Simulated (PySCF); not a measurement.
A compound of formula C19H2F38 has these computed shifts in ppm, with the number of atoms in brackets (GIAO KT3/pcSseg-1, gas phase, PySCF SCF with an in-house response code, fitting set def2-universal-JFIT, grid level 2, non-relativistic, on the GFN2-xTB geometry; 13C, 1H against isolated TMS; 19F against isolated CFCl3).

1H: 6.38 (2)
13C: 116.7 (2), 116.6 (2), 116.6 (2), 116.4 (2), 116.4 (2), 116.3 (2), 115.9 (2), 115.9 (1), 115.9 (2), 115.4 (2)
19F: -148.2 (4), -148.7 (4), -150.3 (2), -150.7 (4), -151.1 (4), -151.4 (4), -152.5 (4), -153.5 (4), -156.9 (4), -163.6 (4)

**Question.** Which structure gave them?

**Answer.** FC(F)C(F)(F)C(F)(F)C(F)(F)C(F)(F)C(F)(F)C(F)(F)C(F)(F)C(F)(F)C(F)(F)C(F)(F)C(F)(F)C(F)(F)C(F)(F)C(F)(F)C(F)(F)C(F)(F)C(F)(F)C(F)F. Other isomers were not compared.
